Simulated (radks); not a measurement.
Effect of the nuclear size on the dysprosium ion Dy+, [Xe] 4f10 6s1. All-electron calculation, Dirac Kohn-Sham, PBE, spin-unpolarised, spherical densities, finite nucleus; open shells are shared between the two j in proportion to 2j + 1; Fermi nuclear charge, rms radius 5.2218 fm. Program: a radial shooting solver on a logarithmic mesh with Libxc functionals. The rms radius is varied about that value; shifts are against it.

rms radius (fm)  total energy shift (eV)  density at nucleus (e/bohr^3)  1s1/2 shift (meV)  2s1/2 shift (meV)  4p1/2 shift (meV)  5s1/2 shift (meV)  5p1/2 shift (meV)  6s1/2 shift (meV)  6p1/2 (empty) shift (meV)
4.4229                             -7.44                      7.744e+05              -3060               -401              0.295              -3.12              0.212             -0.260                      0.075
4.9085                             -3.02                      7.528e+05              -1240               -163              0.120              -1.27              0.086             -0.106                      0.030
5.2218                                 0                      7.403e+05              0.000              0.000              0.000              0.000              0.000              0.000                      0.000
5.5038                              2.84                      7.298e+05               1170                153             -0.112               1.19             -0.081              0.099                     -0.029
6.073                               8.89                      7.105e+05               3650                479             -0.350               3.73             -0.253              0.311                     -0.089

Slopes of the eigenvalues against <r^2> in GHz/fm^2, as finite differences over the two radii next to the reference (eigenvalue slopes, not the field-shift constants of lines): 1s1/2 94000, 2s1/2 12300, 4p1/2 -9.05, 5s1/2 96.0, 5p1/2 -6.51, 6s1/2 8.00, 6p1/2 (empty) -2.30.
